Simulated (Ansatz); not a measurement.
Heat of formation of GeSiH6O (SMILES [SiH3][O][GeH3]) from total energies

The species is GeSiH6O (9 atoms), meant as a singlet with charge 0. As SMILES, `[SiH3][O][GeH3]`. The coordinates come from a PBE0-D4/def2-TZVP relaxation.

Total energies at B2PLYP/def2-SVP, 15 core orbitals frozen (Ansatz 0.2.0); the atoms run unrestricted:

| species | state | energy (Eh) |
| --- | --- | --- |
| GeSiH6O | singlet | -2444.371816 |
| Si | triplet | -289.151592 |
| O | triplet | -74.944410 |
| Ge | triplet | -2076.285282 |
| H | doublet | -0.497926 |

Harmonic wavenumbers at PBE0-D4/def2-TZVP, in cm⁻¹: 30, 50, 114, 522, 635, 642, 727, 740, 849, 872, 874, 950, 959, 989, 1042, 2157, 2160, 2189, 2202, 2207, 2238.

Measured heats of formation of the gaseous atoms at 298.15 K, in kJ/mol: Si 450.0, O 249.2, Ge 372.0, H 218.0. Spin-orbit lowering of the atoms at 298 K (mean of the ground term's levels less their thermal mean, from spectra), in kJ/mol: Si 0.44, O 0.40, Ge 10.39. Take 1 Eh = 2625.50 kJ/mol, 1 cm⁻¹ = 0.0119627 kJ/mol, RT = 2.479 kJ/mol.

What heat of formation follows?


1. Electronic atomisation energy: (-289.151592) + (-74.944410) + (-2076.285282) + 6 × (-0.497926) − (-2444.371816) = 1.002976 Eh = 2633.3 kJ/mol.
2. Zero-point energy: half the sum of the wavenumbers, 11574 cm⁻¹ = 138.5 kJ/mol.
3. Thermal vibrational enthalpy, Σ hcν̃/(exp(hcν̃/kT) − 1): 9.1 kJ/mol. Translation, rotation and pV of a non-linear molecule: 4 RT = 9.9 kJ/mol.
4. The 9 free atoms carry 5/2 RT each: 55.8 kJ/mol.
5. Spin-orbit coupling lowers the free atoms by 0.44 + 0.40 + 10.39 = 11.2 kJ/mol.
6. Atomisation enthalpy at 298 K: 2633.3 − 11.2 − 138.5 − 9.1 − 9.9 + 55.8 = 2520.4 kJ/mol.
7. Sum of the atoms' heats of formation: 2379.2 kJ/mol. Heat of formation: 2379.2 − 2520.4 = -141.2 kJ/mol.

No measured value is set beside it here. Relativity is left out. A double-zeta basis underbinds. Anharmonicity and any spin-orbit splitting of the molecule are left out, and so is core correlation.
